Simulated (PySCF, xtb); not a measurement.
C3H9Si, SMILES C[Si](C)C (connectivity only; charge and spin as stated), charge +1, multiplicity 1.

xtb with GFN2-xTB at its own geometry gives an orbital gap of 4.27 eV.

Geometry: ωB97X-D3(BJ)/def2-SVP. The spin state was assumed, not searched. The isomer is the one that the SMILES or the coordinates give; other isomers of the formula were not compared.

Question: What does PBE/def2-TZVP run with PySCF give? (The exact figures need the calculation; the answer reports its results.)

Answer: gap 5.05 eV (levels -13.32 and -8.27 eV).
